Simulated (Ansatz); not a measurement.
C₂H₇AlSSi, SMILES `C=[C]([AlH2])[SiH2]S`. Total charge 0; spin multiplicity 1.

```xyz
12

C    -1.718    0.332   -1.031
C    -0.591    0.326   -0.318
Al   -0.221    0.384    1.644
Si    1.093   -0.036   -0.953
S     1.923   -0.850    0.931
H    -1.752    0.177   -2.110
H    -2.693    0.492   -0.571
H    -0.979   -0.644    2.593
H     0.401    1.735    2.210
H     1.296   -1.035   -2.037
H     1.964    1.144   -1.183
H     1.277   -2.025    0.825
```

**Question.** List the harmonic frequencies (cm⁻¹, unscaled) at PBE0-D4/def2-TZVP in Ansatz. (Best estimate.)

**Answer.** Ansatz gave: 54, 197, 202, 229, 302, 306, 418, 450, 502, 521, 523, 600, 619, 717, 739, 745, 761, 829, 938, 1015, 1123, 1468, 1667, 1895, 1898, 2211, 2237, 2700, 3087, 3154.

**Question.** Is this a minimum?

**Answer.** Yes, all 30 modes are real.

**Question.** Give the ideal-gas thermochemistry at 298.15 K and 1 bar (rigid rotor, harmonic oscillator; point group C1, symmetry number 1).

**Answer.** Zero-point energy 192.1 kJ/mol; H(298) − E = 216.1 kJ/mol; entropy 366.9 J/(mol·K), of which translation 168.4, rotation 116.8, vibration 81.8; G(298) − E = 106.7 kJ/mol. Modes under 100 cm⁻¹ are hindered rotations or soft bends, so the harmonic entropy is rough.
